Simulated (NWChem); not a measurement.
Molecule: CHBr$_{2}$F; SMILES FC(Br)Br

Computed with NWChem. Pople sets run with spherical d functions. This build's default masses of Se (78.918 u) and Br (79.917 u) are each other's, which moves their modes by up to 0.6 %. Each level has its own optimisation; frequencies are unscaled.

```json
[
 {"level": "Hartree-Fock/STO-3G", "r C–F (Å)": "1.372", "r Br–C (Å)": "1.934", "r C–H (Å)": "1.103", "highest harmonic frequency (cm⁻¹)": "3566", "lowest (cm⁻¹)": "196", "zero-point energy (kcal/mol)": "15.0", "dipole (D)": "1.20"},
 {"level": "Hartree-Fock/3-21G", "r C–F (Å)": "1.368", "r Br–C (Å)": "1.977", "r C–H (Å)": "1.068", "highest harmonic frequency (cm⁻¹)": "3401", "lowest (cm⁻¹)": "174", "zero-point energy (kcal/mol)": "13.6", "dipole (D)": "1.77"},
 {"level": "Hartree-Fock/6-31G*", "r C–F (Å)": "1.329", "r Br–C (Å)": "1.927", "r C–H (Å)": "1.071", "highest harmonic frequency (cm⁻¹)": "3408", "lowest (cm⁻¹)": "185", "zero-point energy (kcal/mol)": "14.1", "dipole (D)": "1.40"},
 {"level": "B3LYP/6-31G*", "r C–F (Å)": "1.341", "r Br–C (Å)": "1.961", "r C–H (Å)": "1.087", "highest harmonic frequency (cm⁻¹)": "3183", "lowest (cm⁻¹)": "164", "zero-point energy (kcal/mol)": "12.8", "dipole (D)": "1.27"},
 {"level": "LDA (Slater exchange, VWN5)/def2-SVP", "r C–F (Å)": "1.324", "r Br–C (Å)": "1.928", "r C–H (Å)": "1.110", "highest harmonic frequency (cm⁻¹)": "3049", "lowest (cm⁻¹)": "166", "zero-point energy (kcal/mol)": "12.5", "dipole (D)": "1.11"},
 {"level": "PBE/def2-SVP", "r C–F (Å)": "1.342", "r Br–C (Å)": "1.957", "r C–H (Å)": "1.106", "highest harmonic frequency (cm⁻¹)": "3069", "lowest (cm⁻¹)": "162", "zero-point energy (kcal/mol)": "12.3", "dipole (D)": "1.11"},
 {"level": "BLYP/def2-SVP", "r C–F (Å)": "1.348", "r Br–C (Å)": "1.982", "r C–H (Å)": "1.104", "highest harmonic frequency (cm⁻¹)": "3061", "lowest (cm⁻¹)": "___", "zero-point energy (kcal/mol)": "12.2", "dipole (D)": "1.11"},
 {"level": "PBE0/def2-SVP", "r C–F (Å)": "1.330", "r Br–C (Å)": "1.931", "r C–H (Å)": "1.097", "highest harmonic frequency (cm⁻¹)": "3173", "lowest (cm⁻¹)": "172", "zero-point energy (kcal/mol)": "12.9", "dipole (D)": "1.19"}
]
```

**Question.** Some entries are withheld; supply them.

**Answer.** 
- BLYP/def2-SVP, lowest (cm⁻¹): 156
